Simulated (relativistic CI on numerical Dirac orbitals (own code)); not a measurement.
**What each ingredient does to the levels of Zr III**

Base calculation: Dirac-Coulomb-Breit CI, separate exchange-only KLI orbitals for each configuration, QED by a radiative potential, valence Slater integrals scaled by 0.85, P86 correlation energy added to each configuration.

Configuration list (outside the closed core [Kr]): 4d², 4d5s, 5s², 4d5p, 4d4f, 5s5p, 4d5d, 4d6s, 4d6p, 4f², 5p², 4d6d, 4d5f, 4d5g, 5s6s, 4d6f. Levels of other configurations are missing.

The lowest level and the first level of each name with at least 55 % of one term (blank where a level has no safe partner in the second run):

| Level | Base (cm⁻¹) | Shift (cm⁻¹) |
| --- | --- | --- |
| 4d² ³F2 | 0.0 | 0.0 |
| 4d² ³F3 | 570.4 | +39.3 |
| 4d² ³F4 | 1262.6 | +84.8 |
| 4d² ¹D2 | 6227.1 | +42.8 |
| 4d² ³P0 | 8483.5 | +25.2 |
| 4d² ³P1 | 8696.0 | +40.2 |
| 4d² ³P2 | 9120.0 | +75.7 |
| 4d² ¹G4 | 11737.4 | +63.9 |
| 4d5s ³D1 | 20955.7 | -101.4 |
| 4d5s ³D2 | 21322.1 | -81.1 |
| 4d5s ³D3 | 21964.1 | -41.3 |
| 4d² ¹S0 | 24959.4 | +59.8 |
| 4d5s ¹D2 | 28035.8 | -50.6 |
| 5s² ¹S0 | 51853.0 | -187.5 |
| 4d5p ¹D°2 | 55017.4 | -107.3 |
| 4d5p ³F°2 | 56784.1 | -81.0 |
| 4d5p ³D°1 | 56855.9 | -111.3 |
| 4d5p ³F°3 | 57284.3 | -74.8 |
| 4d5p ³D°2 | 57570.4 | -82.1 |
| 4d5p ³D°3 | 58399.5 | -50.9 |
| 4d5p ³F°4 | 58715.1 | -32.8 |
| 4d5p ³P°1 | 60776.7 | -99.6 |

Correlation outside the listed configurations is missing or only estimated: errors of thousands of cm⁻¹ between configurations and terms are usual at this charge. Rates and lifetimes follow the computed energies and can be off by large factors. The fine structure of a lone outer electron comes out too small, for d and f at times inverted, and misplaced configurations move strength between like terms. 26 of the 26 excited levels that our extract of the measured tables holds in this range could be paired (the sources list more); they are missed by 1246 cm⁻¹ on average and 3346 at most, and levels without a partner can miss by more.

Problem. One thing was changed in a second run, which moved the levels as shown. Which?
A. valence Slater integrals scaled by 0.75
B. self-excluded LDA correlation estimate
C. configuration mixing switched off
D. QED terms removed
E. Breit term removed

Solution. E. Breit term removed. The Breit term mainly narrows fine-structure intervals, so removing it widens them.
